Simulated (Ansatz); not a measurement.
Two isomers of C3H9NSi: A = `C=C[SiH2]CN`, B = `C[C@H]1N[Si@H]1C`.

Gas-phase electronic energies from Ansatz, PBE0-D4/def2-TZVP geometries. CCSD(T)/CBS is the MP2 limit (def2-TZVPP, def2-QZVPP) plus CCSD(T) − MP2 in def2-TZVPP, frozen cores. DFT in def2-TZVPP. B3LYP here is the variant with VWN-RPA as its local correlation; programs differ in this. One conformer a species, not always the lowest.

(1) Which isomer does CCSD(T)/CBS put lower? Give the gap. (Best estimate.)

(2) Give E(B) − E(A) in kcal/mol with r2SCAN-D4, B2PLYP, B3LYP-D4, CCSD/def2-TZVPP, PBE-D4, MP2/def2-TZVPP, HF/def2-TZVPP. (An estimate is asked.)

Largest T1 diagnostic: 0.011.

Results:

(1) Computed: B, by 9.6 kcal/mol.

(2) The calculation gave: r2SCAN-D4 -12.8, B2PLYP -9.3, B3LYP-D4 -8.2, CCSD/def2-TZVPP -8.8, PBE-D4 -12.2, MP2/def2-TZVPP -12.6, HF/def2-TZVPP -3.4. None reverses the order clearly.

In def2-TZVPP, CCSD(T) changes the Hartree–Fock value by −5.8 kcal/mol (the triples alone add −0.4 kcal/mol) and MP2 by −9.2 kcal/mol.
